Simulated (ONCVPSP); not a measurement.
## Transferability test, ONCV potential for aluminium (Al)

Al, optimised norm-conserving Vanderbilt (ONCV), made with ONCVPSP 4.0.1 (PBE, fully relativistic). Core [He], reference 2s2 2p6 3s2 3p1. Waves: 2s+3s: rc 1.25 bohr, ncon 4, nbas 7, qcut 9.8 1/bohr, 2 projectors; 2p+3p: rc 0.95 bohr, ncon 4, nbas 9, qcut 17.1 1/bohr, 2 projectors. Local part: polynomial inside 0.75 bohr (lpopt 5, dvloc0 0 Ha). Core correction: Teter function, fcfact 4.5, rcfact 1.35.

Open shells are filled in proportion to 2j + 1.

Energies are relative to the spin-unpolarised reference configuration 2s2 2p6 3s2 3p1; without spin polarisation the order of configurations can differ from experiment. Not all tests gave a result: 1 of 4 tests not solved or not reliable.

| valence configuration | charge | ΔE all-electron (eV) | error AE − PS (meV) |
| --- | --- | --- | --- |
| 2s2 2p6 3s2 3p0 | +1 | 5.761 | +0.5 |
| 2s2 2p6 3s1 3p0 | +2 | 24.987 | +0.2 |
| 2s2 2p5 3s2 3p1 | +1 | 82.814 | +223 |

Levels in the configuration 2s2 2p6 3s1 3p0:

```
   level  all-electron (eV)  pseudo (eV)
2s j=1/2           -128.759     -128.787
2p j=3/2            -90.105      -90.100
2p j=1/2            -90.549      -90.543
3s j=1/2            -23.747      -23.749
```
